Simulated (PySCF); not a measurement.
**Reproducing measurements on C6H5Br**

**What was measured.**

From NIST CCCBDB Release 22 (SRD 101), experimental dipoles, for the gas: dipole moment (dielectric constant against temperature) 1.7 D.

The runs below try to reproduce these values; the comparison stands at the end.

C₆H₅Br.
Atom-mapped SMILES: `[Br:1][c:2]1[cH:3][cH:4][cH:5][cH:6][cH:7]1` (hydrogens: H8 on C3; H9 on C4; H10 on C5; H11 on C6; H12 on C7)

Structure used (PBE0-D3(BJ)/def2-SVP), in Å, numbered top down from 1:
```xyz
12
C6H5Br angstrom
Br     3.0437   -0.7514   -0.6016
C      1.2421   -0.3102   -0.2487
C      0.8613    1.0298   -0.1993
C     -0.4709    1.3472    0.0609
C     -1.4105    0.3386    0.2684
C     -1.0138   -0.9970    0.2160
C      0.3144   -1.3306   -0.0429
H      1.6015    1.8147   -0.3631
H     -0.7729    2.3965    0.1005
H     -2.4530    0.5934    0.4711
H     -1.7441   -1.7934    0.3779
H      0.6314   -2.3739   -0.0852
```

Runs made with PySCF (gas phase, on this PBE0-D3(BJ)/def2-SVP geometry; no spin–orbit coupling):

| level | job | basis functions | wall time |
| --- | --- | --- | --- |
| PBE0-D3(BJ)/def2-SVP, grid level 1 | geometry optimisation from a GFN2-xTB start shaken at random | 141 | 73 s |

Hardware: one thread, Arm Neoverse V1 (aarch64), shared host.

## Comparison

**Dipole moment.** Measured: 1.7 D (NIST CCCBDB Release 22 (SRD 101), experimental dipoles).

| level | computed (D) | computed − measured (D) | % (from the printed values) |
| --- | --- | --- | --- |
| PBE0-D3(BJ)/def2-SVP | 1.62 | -0.08 | -5 |

The computed dipoles belong to one fixed geometry; measured ones are averaged over vibrations unless marked μe. Magnitudes are compared, not signs.

The geometry is computed, not the measured one. Where a level misses, the cause wasn't examined.
